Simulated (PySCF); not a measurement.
## Electron correlation in W (tungsten, neutral)

[Xe] 4f14 5d4 6s2, high-spin 5D determinant. Computed with PySCF 2.14 in def2-QZVPPD with the def2 core potential (60 electrons) (7s6p4d3f2g, 84 functions), with scalar relativity through the core potential. Frozen: nothing; 14 electrons correlated.

```json
{"level": "CCSD", "correlation energy (mhartree)": "-379.47"}
{"level": "(T)", "correlation energy (mhartree)": "-15.80"}
{"level": "CCSD(T)", "correlation energy (mhartree)": "-395.27"}
```

Diagnostics: T1 = 0.022, D1 = 0.1075, largest double amplitude 0.067.

Q: Is a single reference adequate?

A: Yes, within this model without spin-orbit coupling: T1 lies below 0.03 and no double amplitude reaches 0.07.

The basis has no tight functions for the innermost shells, so their pair energies are far from complete.

This basis was not built for core-valence correlation, so the inner-shell part is incomplete.
